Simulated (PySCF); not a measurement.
## Working out the ionisation energy of Ti

Ti [Ar] 3d2 4s2 (3F) → Ti⁺ [Ar] 3d2 4s1 (4F). All numbers are calculated (PySCF 2.14, the spin-free X2C one-electron Hamiltonian (Gaussian nucleus), in cc-pVTZ-DK). Frozen: [Ar]. Energies in hartree (1 hartree = 27.21139 eV):

```json
{"part": "UHF", "Ti (lower)": "-852.747505", "Ti⁺ (upper)": "-852.543294"}
{"part": "MP2 opposite-spin", "Ti (lower)": "-0.029484", "Ti⁺ (upper)": "0.000000"}
{"part": "MP2 same-spin", "Ti (lower)": "-0.010617", "Ti⁺ (upper)": "-0.011084"}
```

Q: What does Hartree-Fock give?

A: (-852.543294) − (-852.747505) = 0.204211 hartree = 5.557 eV.

Q: What do MP2 and SCS-MP2 (6/5 opposite-spin, 1/3 same-spin) give?

A: The opposite-spin parts differ by 0.802 eV and the same-spin parts by -0.013 eV. MP2: 5.557 + (0.802) + (-0.013) = 6.346 eV. SCS-MP2: 5.557 + 1.2 × (0.802) + (-0.013)/3 = 6.515 eV.

Measured between the centres of the two terms (NIST): 6.828 eV, so MP2 (valence) is off by -0.482 eV.

What remains against the reference includes basis incompleteness, the frozen core and correlation beyond second order.
